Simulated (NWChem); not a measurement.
System: BeSiH$_{3}$OCl; SMILES [SiH3][O][Be][Cl]

The following NWChem deck was run.

```
start job
memory heap 200 mb stack 900 mb global 1100 mb
geometry units angstroms noautosym nocenter noautoz
  Be    -0.032559     0.798165     0.003752
  Cl    -0.069769     2.608384     0.016776
  O     -0.004289    -0.610118    -0.006223
  Si     0.031530    -2.262945    -0.014594
  H     -0.832697    -2.782175    -1.115554
  H     -0.470965    -2.786156     1.290187
  H      1.431541    -2.736244    -0.225962
end
basis spherical
  Be library 6-31g*
  Cl library 6-31g*
  O library 6-31g*
  Si library 6-31g*
  H library 6-31g*
end
dft
  xc b3lyp
  iterations 150
end
property
  response 1 0.0773
end
task dft property
```

Excerpt of the output:

```
             Northwest Computational Chemistry Package (NWChem) 7.3.0
             --------------------------------------------------------

                             Geometry "geometry" -> ""
                             -------------------------

 Output coordinates in angstroms (scale by  1.889725989 to convert to a.u.)

  No.       Tag          Charge          X              Y              Z
 ---- ---------------- ---------- -------------- -------------- --------------
    1 Be                   4.0000    -0.03255900     0.79816500     0.00375200
    2 Cl                  17.0000    -0.06976900     2.60838400     0.01677600
    3 O                    8.0000    -0.00428900    -0.61011800    -0.00622300
    4 Si                  14.0000     0.03153000    -2.26294500    -0.01459400
    5 H                    1.0000    -0.83269700    -2.78217500    -1.11555400
    6 H                    1.0000    -0.47096500    -2.78615600     1.29018700
    7 H                    1.0000     1.43154100    -2.73624400    -0.22596200

 Effective nuclear repulsion energy (a.u.)     152.6101295589

                              NWChem Property Module
                              ----------------------

                                 NWChem DFT Module
                                 -----------------

 Summary of "ao basis" -> "ao basis" (spherical)
 ------------------------------------------------------------------------------
       Tag                 Description            Shells   Functions and Types
 ---------------- ------------------------------  ------  ---------------------
 Be                          6-31g*                  6       14   3s2p1d
 Cl                          6-31g*                  8       18   4s3p1d
 O                           6-31g*                  6       14   3s2p1d
 Si                          6-31g*                  8       18   4s3p1d
 H                           6-31g*                  2        2   2s

            General Information
            -------------------
          SCF calculation type: DFT
          Wavefunction type:  closed shell.
          No. of atoms     :     7
          No. of electrons :    46
           Alpha electrons :    23
            Beta electrons :    23
          Charge           :     0
          Spin multiplicity:     1
          Use of symmetry is: off; symmetry adaption is: off
          Maximum number of iterations: 150
          AO basis - number of functions:    70
                     number of shells:    34
          Convergence on energy requested:  1.00D-06
          Convergence on density requested:  1.00D-05
          Convergence on gradient requested:  5.00D-04

              XC Information
              --------------
                         B3LYP Method XC Potential
                     Hartree-Fock (Exact) Exchange  0.200
                        Slater Exchange Functional  0.800 local
                    Becke 1988 Exchange Functional  0.720 non-local
              Lee-Yang-Parr Correlation Functional  0.810
                  VWN I RPA Correlation Functional  0.190 local

             Grid Information
             ----------------
          Grid used for XC integration:  medium
          Radial quadrature: Mura-Knowles
          Angular quadrature: Lebedev.
          Tag              B.-S. Rad. Rad. Pts. Rad. Cut. Ang. Pts.
          ---              ---------- --------- --------- ---------
          Be                  1.05       49          11.0       434
          Cl                  1.00       88          13.0       590
          O                   0.60       49           9.0       434
          Si                  1.10       88          12.0       590
          H                   0.35       45          13.0       434
          Grid pruning is: on
          Number of quadrature shells:   409
          Spatial weights used:  Erf1

      Superposition of Atomic Density Guess
      -------------------------------------

 Sum of atomic energies:        -839.08370412

      Non-variational initial energy
      ------------------------------

 Total energy =    -840.060536
 1-e energy   =   -1462.586123
 2-e energy   =     469.915457
 HOMO         =      -0.399484
 LUMO         =      -0.019327

   convergence    iter        energy       DeltaE   RMS-Dens  Diis-err
 ---------------- ----- ----------------- --------- --------- ---------
 d= 0,ls=0.0,diis     1   -841.5594180080 -9.94D+02  1.66D-02  6.97D-01
 d= 0,ls=0.0,diis     2   -841.4622999331  9.71D-02  9.49D-03  1.85D+00
 d= 0,ls=0.0,diis     3   -841.6406839937 -1.78D-01  2.12D-03  3.12D-02
 d= 0,ls=0.0,diis     4   -841.6435607214 -2.88D-03  8.47D-04  4.00D-03
 d= 0,ls=0.0,diis     5   -841.6441938642 -6.33D-04  1.51D-04  9.17D-05
  Resetting Diis
 d= 0,ls=0.0,diis     6   -841.6442078112 -1.39D-05  2.76D-05  4.27D-06
 d= 0,ls=0.0,diis     7   -841.6442084589 -6.48D-07  5.49D-06  7.88D-08

         Total DFT energy =     -841.644208458942
      One electron energy =    -1465.844716311689
           Coulomb energy =      533.531609504215
    Exchange-Corr. energy =      -61.941231210390
 Nuclear repulsion energy =      152.610129558922

 Numeric. integr. density =       46.000006204949

                       DFT Final Molecular Orbital Analysis
                       ------------------------------------

 Vector   21  Occ=2.000000D+00  E=-3.361081D-01
              MO Center=  4.4D-02,  1.0D+00,  1.0D-01, r^2= 6.4D+00
   Bfn.  Coefficient  Atom+Function         Bfn.  Coefficient  Atom+Function
  ----- ------------  ---------------      ----- ------------  ---------------
    21      0.448238  2 Cl px                23     -0.350985  2 Cl pz
    25      0.233019  2 Cl px                27     -0.182461  2 Cl pz
    17     -0.176118  2 Cl px                70     -0.155840  7 H  s
    68      0.154322  6 H  s                 53     -0.143082  4 Si px
    19      0.137906  2 Cl pz                35      0.132264  3 O  px

 Vector   22  Occ=2.000000D+00  E=-3.177724D-01
              MO Center= -2.0D-01, -3.4D-01, -6.8D-02, r^2= 6.1D+00
   Bfn.  Coefficient  Atom+Function         Bfn.  Coefficient  Atom+Function
  ----- ------------  ---------------      ----- ------------  ---------------
    23      0.375767  2 Cl pz                37     -0.348864  3 O  pz
    41     -0.267313  3 O  pz                66     -0.248570  5 H  s
    27      0.218751  2 Cl pz                68      0.186422  6 H  s
    55      0.177442  4 Si pz                65     -0.175798  5 H  s
    21      0.155458  2 Cl px                19     -0.147705  2 Cl pz

 Vector   23  Occ=2.000000D+00  E=-3.177607D-01
              MO Center=  1.8D-01, -3.3D-01,  6.3D-02, r^2= 6.1D+00
   Bfn.  Coefficient  Atom+Function         Bfn.  Coefficient  Atom+Function
  ----- ------------  ---------------      ----- ------------  ---------------
    21      0.375500  2 Cl px                35     -0.348906  3 O  px
    39     -0.267350  3 O  px                70      0.251141  7 H  s
    25      0.218607  2 Cl px                68     -0.179486  6 H  s
    53      0.177443  4 Si px                69      0.177696  7 H  s
    23     -0.155320  2 Cl pz                17     -0.147600  2 Cl px

 Vector   24  Occ=0.000000D+00  E=-8.938337D-03
              MO Center=  1.3D-03, -7.8D-01, -5.8D-03, r^2= 6.6D+00
   Bfn.  Coefficient  Atom+Function         Bfn.  Coefficient  Atom+Function
  ----- ------------  ---------------      ----- ------------  ---------------
     6      0.901610  1 Be s                 58      0.830974  4 Si py
    24     -0.613243  2 Cl s                 38     -0.604453  3 O  s
     8      0.526465  1 Be py                26      0.370776  2 Cl py
    56      0.343932  4 Si s                 54      0.231875  4 Si py
    22      0.164019  2 Cl py                34     -0.152277  3 O  s

 Vector   25  Occ=0.000000D+00  E= 3.353701D-02
              MO Center= -2.8D-02,  7.3D-01,  6.5D-03, r^2= 3.6D+00
   Bfn.  Coefficient  Atom+Function         Bfn.  Coefficient  Atom+Function
  ----- ------------  ---------------      ----- ------------  ---------------
     7      0.541964  1 Be px                 9     -0.509524  1 Be pz
     3      0.341690  1 Be px                 5     -0.321278  1 Be pz
    68     -0.227415  6 H  s                 25     -0.209210  2 Cl px
    70      0.205801  7 H  s                 27      0.196691  2 Cl pz
    21     -0.178869  2 Cl px                23      0.168173  2 Cl pz

 Vector   26  Occ=0.000000D+00  E= 3.355477D-02
              MO Center= -3.3D-02,  7.3D-01, -4.0D-04, r^2= 3.6D+00
   Bfn.  Coefficient  Atom+Function         Bfn.  Coefficient  Atom+Function
  ----- ------------  ---------------      ----- ------------  ---------------
     9      0.542118  1 Be pz                 7      0.509560  1 Be px
     5      0.341875  1 Be pz                 3      0.321294  1 Be px
    66     -0.249112  5 H  s                 27     -0.209269  2 Cl pz
    25     -0.196686  2 Cl px                23     -0.178955  2 Cl pz
    21     -0.168191  2 Cl px                41     -0.165624  3 O  pz

     Multipole analysis of the density
     ---------------------------------

[...]

 DFT Linear Response polarizability / au
 Frequency  =       0.0773000 / au
 Wavelength =     589.4353558 / nm
              X              Y              Z
 -----------------------------------------------
 X      35.6475446     -0.5660292     -0.0047611
 Y      -0.5660696     63.3907514      0.1893054
 Z      -0.0047629      0.1893492     35.6338422
 -----------------------------------------------
 Eigenvalues =      35.6362218     63.4035862     35.6323302
 Isotropic   =      44.8907127
 Anisotropic =      27.7693104
 -----------------------------------------------

 Magnetic Dipole Response Matrix (nonzero elements):

 Exiting AOResponse driver routine
```

Level: B3LYP/6-31G* (spherical d). All runs use the structure optimised with PBE0/def2-SVP.
